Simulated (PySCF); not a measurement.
A species of formula CH7GeN has this rotational fingerprint, computed with PBE0-D3(BJ)/def2-SVP geometry optimisation, gas phase (PySCF):

| Property | Result |
| --- | --- |
| Rotational constants | A = 24217, B = 3633, C = 3390 MHz |
| Dipole components | \|μa\| = 1.26 D, \|μb\| = 0.81 D, \|μc\| = 0.92 D |
| Inertial defect | -10.92 u·Å² |
| κ | -0.98 |

Question: Which candidate fits, each taken in the one conformer that was computed?
A. `[CH3:1][GeH2:2][NH2:3]` with C1–Ge2–N3–H 64° and -172°
B. GeH3(NHMe), `C[NH][GeH3]`
C. `[NH2:1][CH2:2][GeH3:3]` with H–N1–C2–Ge3 -173° and 69°
D. `C[NH][GeH3]`

Answer: C. It is N[CH2][GeH3], a near-prolate asymmetric top. The candidates at the same level (rigid rotor, commonest isotopes):

| SMILES | A (MHz) | B (MHz) | C (MHz) | μa (D) | μb (D) | μc (D) | Δ (u·Å²) | point group | rotor |
| --- | --- | --- | --- | --- | --- | --- | --- | --- | --- |
| [CH3][GeH2][NH2] | 12993 | 5920 | 4456 | 0.22 | 0.17 | 0.89 | -10.85 | – | asymmetric top |
| C[NH][GeH3] | 27461 | 3743 | 3525 | 0.54 | 0.19 | 0.67 | -10.08 | – | near-prolate asymmetric top |
| N[CH2][GeH3] | 24217 | 3633 | 3390 | 1.26 | 0.81 | 0.92 | -10.92 | – | near-prolate asymmetric top |
| [H][Ge]([H])([H])[NH]C | 29011 | 3643 | 3446 | 0.65 | 0.46 | 0.00 | -9.49 | Cs | near-prolate asymmetric top |

`[H][Ge]([H])([H])[NH]C` has A 20 % too high; `[CH3][GeH2][NH2]` has B 63 % too high; `C[NH][GeH3]` has A 13 % too high. No structure here is proved a minimum.
